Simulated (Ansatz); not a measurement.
Basis-set extrapolation for C2H5NSi (`[SiH3]C1C=N1`) (PBE0-D4/def2-TZVP geometry, frozen core, the Gaussian-basis code of Ansatz). Multiplicity 1, RHF reference.

|  | def2-TZVPP | def2-QZVPP |
| --- | --- | --- |
| HF | -421.995365 | -422.010361 |
| MP2 correlation | -0.644693 | -0.687375 |
| CCSD(T) correlation | -0.708869 | not run |

Energies in hartree. Use E(X) = E(∞) + A·exp(−7.88·√X) for Hartree–Fock and E(X) = E(∞) + B·X^(−2.97) for correlation, with X = 3 and 4, and add CCSD(T) minus MP2 of the smaller set to the MP2 limit.

Task: What is the CCSD(T) energy at the basis-set limit?

Result: HF limit: -422.010361 + (-0.014996) × 0.13774 = -422.01243. MP2 limit: -0.687375 + (-0.042682) × 0.74074 = -0.71899. Higher-order term: -0.708869 − (-0.644693) = -0.06418. Total: -422.79560 hartree, 57.3 kcal/mol below CCSD(T)/def2-TZVPP.
